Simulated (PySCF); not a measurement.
Sn(H)(Cl)(OH)2 (ClH3O2Sn), SMILES [OH][SnH]([OH])[Cl]. Atoms are numbered in the order given.

```xyz
7

Sn    -0.0589    -0.1687     0.3641
O     -1.1768    -1.6300    -0.3580
O     -1.2192     1.3885     0.7678
Cl     1.4180     0.6076    -1.3157
H      0.7586    -0.7841     1.7233
H     -1.7730    -1.3267    -1.0580
H     -0.9805     2.1496     0.2177
```

Geometry optimised at B3LYP-D3(BJ)/def2-SVP. The def2 effective core potentials stand for the cores of Sn; spin–orbit coupling is left out. The values are those of a single conformer.

The numbers are results of B3LYP-D3(BJ)/def2-SVP run with PySCF, not measurements.

Frequencies are harmonic and unscaled.

Computed harmonic wavenumbers and intensities:
```csv
mode,ν (cm⁻¹),IR (km/mol),Raman (Å⁴/amu),depolarisation,moving atoms (share of kinetic energy)
1,97,35.8,2.8,0.74,"H 44 %, O 43 %, Cl 8 %"
2,138,20.6,2.8,0.74,"O 56 %, Cl 23 %, H 12 %, Sn 10 %"
3,165,63.8,1.9,0.63,"O 53 %, Sn 21 %, Cl 14 %, H 11 %"
4,183,64.3,1.8,0.70,H 91 %
5,226,81.6,1.7,0.75,"H 49 %, O 44 %"
6,367,48.2,9.1,0.20,"Cl 77 %, Sn 22 %"
7,541,39.1,21.8,0.69,H 97 %
8,557,49.3,17.4,0.69,H 96 %
9,620,49.7,19.5,0.06,"O 89 %, Sn 9 %"
10,636,82.8,8.0,0.55,"O 84 %, Sn 14 %"
11,854,120.1,3.3,0.74,H 93 %
12,867,82.6,3.1,0.57,H 92 %
13,1971,77.3,222.0,0.20,H 99 %
14,3813,65.5,82.2,0.29,H 94 %
15,3822,75.7,111.5,0.24,H 94 %
```
